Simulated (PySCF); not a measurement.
A run for PySCF: R-HF/3-21G on BeH2 (SMILES [BeH2]), a point of a bond scan (R = 1.463 Å).

```python
from pyscf import gto, scf, dft, mp
from pyscf.data.elements import chemcore

mol = gto.M(
    atom='''
    Be    0.00000000    0.00000000    0.00000000
    H    -0.00000000   -0.00000000   -1.46309563
    H     0.00000000    0.00000000    1.46309563
    ''',
    basis='3-21g',
    charge=0, spin=0, verbose=3, max_memory=1800)
mf = scf.RHF(mol)
mf.conv_tol = 1e-8
mf.max_cycle = 100
mf.kernel()
if not mf.converged:
    mf = mf.newton().run(mf.mo_coeff, mf.mo_occ)
```

Q: What total energy does the run end on?

A: -15.6660 hartree.
